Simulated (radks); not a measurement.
Problem. All-electron atom: Cr+ in [Ar] 3d5 (the NIST ground configuration). Calculated with a radial shooting solver on a logarithmic mesh with Libxc functionals: non-relativistic Kohn-Sham, BLYP, spin-polarised, spherical densities, point nucleus; open shells are filled with parallel spins first. Some entries of the table are withheld. Estimate them.

| orbital | occ. | eigenvalue (Ry) | <r> (bohr) | <r^2> (bohr^2) |
|---|---|---|---|---|
| 1s down | 1 | -429.3810 | 0.06419 | 0.005526 |
| 1s up | 1 | -429.3800 | 0.06419 | 0.005526 |
| 2s up | 1 | -48.81394 | (1) | 0.1037 |
| 2s down | 1 | -48.69343 | (2) | 0.1033 |
| 2p up | 3 | -41.55345 | 0.2612 | 0.08394 |
| 2p down | 3 | -41.46217 | 0.2606 | 0.08355 |
| 3s up | 1 | -5.90222 | 0.9112 | 0.9598 |
| 3s down | 1 | -5.58118 | 0.9148 | 0.9686 |
| 3p up | 3 | -3.89457 | 0.9703 | 1.113 |
| 3p down | 3 | -3.58158 | 0.9781 | 1.135 |
| 3d up | 5 | -0.79370 | 1.377 | 2.554 |

Solution. 
(1) 2s up <r> (bohr): 0.2963
(2) 2s down <r> (bohr): 0.2958
